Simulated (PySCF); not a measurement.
CH₆OSSi, SMILES O[SiH2]SC.

Geometry optimised at PBE0-D3(BJ)/def2-SVP. The values are those of a single conformer.

Two levels are set side by side: TDA-PBE/def2-SVPD (PySCF) and TDA-LC-ωPBE/def2-SVPD (PySCF). Vertical, same geometry. The lowest singlet is HOMO→LUMO 97 % with PBE and HOMO→LUMO+1 43 %, HOMO→LUMO 25 %, HOMO→LUMO+7 8 % with the other functional; states are paired by order. Differences are taken from unrounded values.

```
quantity                              TDA-PBE
------------------------------------  -------
lowest singlet excitation (eV)           5.08
lowest triplet excitation (TDA) (eV)     4.78
```

Q: These are the TDA-PBE values. What does TDA-LC-ωPBE give? (The exact figures need the calculation; the answer reports its results.)

A: 
```
quantity                              TDA-LC-ωPBE  TDA-PBE minus TDA-LC-ωPBE
------------------------------------  -----------  -------------------------
lowest singlet excitation (eV)               6.10                      -1.02
lowest triplet excitation (TDA) (eV)         5.54                      -0.76
```

A lower first singlet is the usual sign of a functional without exact exchange. Differences between two approximate levels are no errors against the true value.

Rough cost on one machine, each run with all the roots and properties that it gave: TDA-LC-ωPBE against TDA-PBE about 3 times.
